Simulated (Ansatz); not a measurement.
Cost and result up the ladder for SbI3 (4 atoms). The state is a singlet with charge 0. Geometry: PBE-D4/def2-SVP.

```xyz
4

Sb    0.8829   -0.2785   -0.2177
I    -0.4180    1.3486   -2.0358
I     0.5513    1.1845    2.1050
I    -1.0163   -2.2546    0.1485
```

Ansatz on 4 threads of Intel Xeon on a shared host. Times are rough, and most runs start from the orbitals of an earlier one. CAM-B3LYP-D4/def2-TZVP serves as the yardstick here, not as an exact answer. Differences are given only for rows in sets of like size (and for xTB, whose basis is part of the method), since another set adds its own error. Binding counts from free atoms at the same level (Sb quartet, I doublet; other spins of the atoms weren't run), without zero-point energy or a counterpoise term.

In the def2 sets I, Sb take a core potential; there is no spin–orbit coupling. B3LYP takes the VWN-RPA correlation. HSE06 is defined as in plane-wave codes, on full-range PBE exchange. Correlated methods freeze 16 core orbitals; core or outer-core shells of Sb, I are correlated, in sets that lack core-valence functions. The rows differ in basis, and correlated rows in double-zeta sets carry the largest basis error.

Correlated methods converge slowly with the basis, most of all in double-zeta sets.

```json
{"level": "PBE-D4/def2-SVP", "functions": "104", "wall time": "0.7 s", "binding energy per atom (eV)": "1.92", "difference from CAM-B3LYP-D4/def2-TZVP (eV)": "–"}
{"level": "PBE-D4/def2-TZVP", "functions": "200", "wall time": "1.4 s", "binding energy per atom (eV)": "1.96", "difference from CAM-B3LYP-D4/def2-TZVP (eV)": "0.27"}
{"level": "PBE0-D4/def2-SVP", "functions": "104", "wall time": "1.4 s", "binding energy per atom (eV)": "1.77", "difference from CAM-B3LYP-D4/def2-TZVP (eV)": "–"}
{"level": "revPBE-D4/def2-TZVP", "functions": "200", "wall time": "1.5 s", "binding energy per atom (eV)": "1.85", "difference from CAM-B3LYP-D4/def2-TZVP (eV)": "0.16"}
{"level": "B3LYP-D4/def2-TZVP", "functions": "200", "wall time": "2.6 s", "binding energy per atom (eV)": "1.81", "difference from CAM-B3LYP-D4/def2-TZVP (eV)": "0.12"}
{"level": "PBE0-D4/def2-TZVP", "functions": "200", "wall time": "2.8 s", "binding energy per atom (eV)": "1.83", "difference from CAM-B3LYP-D4/def2-TZVP (eV)": "0.13"}
{"level": "HSE06-D4/def2-TZVP", "functions": "200", "wall time": "2.9 s", "binding energy per atom (eV)": "1.83", "difference from CAM-B3LYP-D4/def2-TZVP (eV)": "0.14"}
{"level": "CAM-B3LYP-D4/def2-TZVP", "functions": "200", "wall time": "3.2 s", "binding energy per atom (eV)": "1.69", "difference from CAM-B3LYP-D4/def2-TZVP (eV)": "0.00"}
{"level": "r2SCAN-D4/def2-TZVP (with forces)", "functions": "200", "wall time": "3.4 s", "binding energy per atom (eV)": "1.81", "difference from CAM-B3LYP-D4/def2-TZVP (eV)": "0.12"}
{"level": "MP2/def2-TZVP", "functions": "200", "wall time": "3.6 s", "binding energy per atom (eV)": "1.74", "difference from CAM-B3LYP-D4/def2-TZVP (eV)": "0.05"}
{"level": "RPA@PBE/def2-TZVP", "functions": "200", "wall time": "4.9 s", "binding energy per atom (eV)": "1.45", "difference from CAM-B3LYP-D4/def2-TZVP (eV)": "-0.25"}
{"level": "B2PLYP/def2-TZVP", "functions": "200", "wall time": "5.5 s", "binding energy per atom (eV)": "1.71", "difference from CAM-B3LYP-D4/def2-TZVP (eV)": "0.02"}
{"level": "PBE-QIDH/def2-TZVP", "functions": "200", "wall time": "5.5 s", "binding energy per atom (eV)": "1.73", "difference from CAM-B3LYP-D4/def2-TZVP (eV)": "0.04"}
{"level": "CCSD(T)/def2-SVP", "functions": "104", "wall time": "8.5 s", "binding energy per atom (eV)": "1.39", "difference from CAM-B3LYP-D4/def2-TZVP (eV)": "–"}
```
